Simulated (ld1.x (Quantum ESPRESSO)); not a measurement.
## u(r) = r·R(r): atom against pseudo-atom (praseodymium (Pr))

Columns: radius, all-electron u(r) and pseudo u(r) of the 6s shell (level -5.70 eV) of praseodymium in the configuration [Kr] 4d10 4f3 5s2 5p6 5d0 6s1.5 6p0; PBE, scalar-relativistic, PAW scheme, ld1.x (Quantum ESPRESSO) 7.5.

```
r (bohr)  all-electron   pseudo
   0.163        0.0873   0.2246
   0.325       -0.0283   0.4259
   0.488       -0.1633   0.5872
   0.650       -0.0685   0.6926
   0.813        0.0948   0.7367
   0.975        0.2144   0.7192
   1.138        0.2632   0.6473
   1.300        0.2493   0.5340
   1.463        0.1912   0.3934
   1.625        0.1077   0.2427
   1.788        0.0123   0.0940
   1.950       -0.0839  -0.0407
   2.113       -0.1755  -0.1572
   2.275       -0.2577  -0.2525
   2.438       -0.3297  -0.3293
   2.600       -0.3901  -0.3905
   2.763       -0.4399  -0.4400
   2.925       -0.4793  -0.4793
   3.088       -0.5094  -0.5094
   3.250       -0.5311  -0.5311
   3.413       -0.5456  -0.5456
   3.575       -0.5536  -0.5536
   3.738       -0.5559  -0.5559
   3.900       -0.5535  -0.5535
   4.063       -0.5467  -0.5467
   4.225       -0.5365  -0.5365
```

Problem. How many radial nodes do the two functions have?

Solution. The all-electron 6s function has n − l − 1 = 5 (the table is too coarse to show those close to the nucleus); the pseudo-wave has 1, since 1 lower shell of the same l stays in the valence.

Problem. At about which radius was the pseudo-wave matched?

Solution. 2.85 bohr. The columns agree to 0.0005 from 2.44 bohr on; several derivatives are matched, so the curves merge somewhat inside the radius.

Problem. Is the pseudo-wave norm-conserving?

Solution. No, it belongs to a PAW set: the norm inside the radius is not constrained, and the difference is carried by the augmentation charge.
